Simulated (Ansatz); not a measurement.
Cost and result up the ladder for the cluster Zn2Cl6 (8 atoms). The state is a singlet with charge 0. Geometry: r2SCAN-D4/def2-SVP.

Cartesian coordinates in Å:
```
Zn -0.177 0.027 -1.146
Zn -1.031 1.298 1.556
Cl 1.529 -1.788 -1.328
Cl -1.577 2.128 3.414
Cl 0.594 1.858 0.019
Cl 2.505 -2.574 0.401
Cl 0.013 -0.466 -3.262
Cl -1.857 -0.483 0.346
```

Ansatz on 4 threads of Arm Neoverse V1 on a shared host. Times are rough, and most runs start from the orbitals of an earlier one. PBE0-D4/def2-TZVP serves as the yardstick here, not as an exact answer. Differences are given only for rows in sets of like size (and for xTB, whose basis is part of the method), since another set adds its own error. Binding counts from free atoms at the same level (Zn singlet, Cl doublet; other spins of the atoms weren't run), without zero-point energy or a counterpoise term.

Correlated methods freeze 48 core orbitals. The rows differ in basis, and correlated rows in double-zeta sets carry the largest basis error. In the singlet, Cl3 and Cl6 lie 2.14 Å apart (atoms count from 1), so these atoms are partly bonded to each other. Another isomer (singlet) lies 0.09 eV lower at PBE-D4/def2-SVP; other spin states weren't run for this one.

Correlated methods converge slowly with the basis, most of all in double-zeta sets.

```json
{"level": "PBE-D4/def2-SVP", "functions": "170", "wall time": "2.5 s", "binding energy per atom (eV)": "2.29", "difference from PBE0-D4/def2-TZVP (eV)": "–"}
{"level": "HF/STO-3G", "functions": "90", "wall time": "3 s", "binding energy per atom (eV)": "1.69", "difference from PBE0-D4/def2-TZVP (eV)": "–"}
{"level": "PBE0-D4/def2-SVP", "functions": "170", "wall time": "4.6 s", "binding energy per atom (eV)": "2.23", "difference from PBE0-D4/def2-TZVP (eV)": "–"}
{"level": "BLYP-D4/def2-TZVP", "functions": "318", "wall time": "6 s", "binding energy per atom (eV)": "2.01", "difference from PBE0-D4/def2-TZVP (eV)": "-0.16"}
{"level": "PBE-D4/def2-TZVP (with forces)", "functions": "318", "wall time": "7.5 s", "binding energy per atom (eV)": "2.20", "difference from PBE0-D4/def2-TZVP (eV)": "0.04"}
{"level": "r2SCAN-D4/def2-TZVP", "functions": "318", "wall time": "13 s", "binding energy per atom (eV)": "2.23", "difference from PBE0-D4/def2-TZVP (eV)": "0.07"}
{"level": "MP2/def2-TZVP", "functions": "318", "wall time": "16 s", "binding energy per atom (eV)": "2.19", "difference from PBE0-D4/def2-TZVP (eV)": "0.02"}
{"level": "PBE0-D4/def2-TZVP", "functions": "318", "wall time": "19 s", "binding energy per atom (eV)": "2.16", "difference from PBE0-D4/def2-TZVP (eV)": "0.00"}
{"level": "HF/def2-TZVP", "functions": "318", "wall time": "19 s", "binding energy per atom (eV)": "1.45", "difference from PBE0-D4/def2-TZVP (eV)": "-0.71"}
{"level": "PBE-QIDH/def2-TZVP", "functions": "318", "wall time": "24 s", "binding energy per atom (eV)": "2.17", "difference from PBE0-D4/def2-TZVP (eV)": "0.01"}
{"level": "CCSD(T)/def2-SVP", "functions": "170", "wall time": "52 s", "binding energy per atom (eV)": "1.91", "difference from PBE0-D4/def2-TZVP (eV)": "–"}
```
